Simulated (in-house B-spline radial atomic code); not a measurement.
# RPA and G0W0 on SCAN: the gallium ion Ga²⁺

Configuration [Ar] 3d10 4s1, highest spin, mean-field start SCAN. Computed with a B-spline radial code for spherical atoms: all electrons, non-relativistic, point nucleus, each spin shell either full or empty, empty states to l = 9 with an (l + 1/2)⁻⁴ tail; G0W0 by contour deformation at full frequency.

Command:
```bash
python run_gw.py task.json out
```
Settings (radii: box in bohr, nucleus in fm):
```
Z                        31
electrons                29
configuration            [Ar] 3d10 4s1
hamiltonian              nr
method                   scan,scan
lmax                     9
spin_polarised           True
box_radius               17.55
intervals                52
ion_configuration        [Ar] 3d10
```

Cost of the run: 5.6 s on 1 thread of Arm Neoverse N1, on a shared host.

Energies (hartree):

| term | value |
| --- | --- |
| mean-field total | -1924.04685 |
| Hartree-Fock functional on these orbitals | -1922.36032 |
| direct second order | -2.592 |
| second-order exchange | 0.75 |
| SOSEX correction | 0.67334 |

Problem. What is the RPA correlation energy, and what remains with SOSEX?

Solution. RPA gives -2.1615 hartree (-2.03 eV per electron); RPA + SOSEX gives -1.4881, and the second-order doubles -1.842 hartree (no singles). RPA lacks exchange-type terms and so overcorrelates at short range.

Quasi-particle levels (eV):

| level | occupied | mean field | Σx - vxc | Σc | QP weight | G0W0 |
| --- | --- | --- | --- | --- | --- | --- |
| 4s up | yes | -26.755 | -2.79 | ? | ? | ? |
| 3d down | yes | -40.16 | -12.89 | 3.64 | 0.878 | -49.41 |
| 4s down | no | -23.915 | 6.12 | -2.42 | 0.934 | -20.216 |

G0W0 = mean field + (Σx - vxc) + Σc, with Σc (partial-wave tail included) taken at the quasi-particle energy. Only the outer levels were computed. Levels of low weight are left out.

Problem. Where does G0W0 put 4s up?

Solution. At -31.08 eV, with Σc = -1.54 eV and a quasi-particle weight of 0.958. The tabulated removal energy is 30.726 eV (NIST, measured); the calculation leaves out relativity, Breit and QED terms, and what these don't explain is the method's own error.

Problem. What does it cost to remove one electron (to [Ar] 3d10) by differences of total energies, each species on its own start (correlation terms add to the Hartree-Fock functional)?

Solution. SCAN 30.96 eV, Hartree-Fock functional 29.001 eV, + RPA 30.81 eV, + RPA + SOSEX 30.06 eV, + second order 30.83 eV. Tabulated: 30.726 eV (NIST, measured); the calculation leaves out relativity, Breit and QED terms, and what these don't explain is the method's own error.
